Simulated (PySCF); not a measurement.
C₄H₁₀OSi, SMILES [C@@]1([SiH3])(C)CCO1.

The structure is a stationary point at B3LYP-D3(BJ)/def2-SVP. The structure was generated by enumeration; whether it is a known compound was not checked.

These are PySCF with PBE/def2-TZVP values and carry that method's errors.

- total energy = -522.75484 hartree
- highest occupied level = -5.44 eV
- lowest empty level = -0.18 eV
- orbital gap = 5.27 eV
- dipole moment = 1.77 D
- quadrupole, principal values (traceless, Buckingham form, about the centre of nuclear charge) = -4.41, 0.56, 3.85 D·Å
- mean static polarisability = 80.7 bohr³ (11.95 Å³)
- polarisability, principal values = 70.8, 80.9, 90.4 bohr³
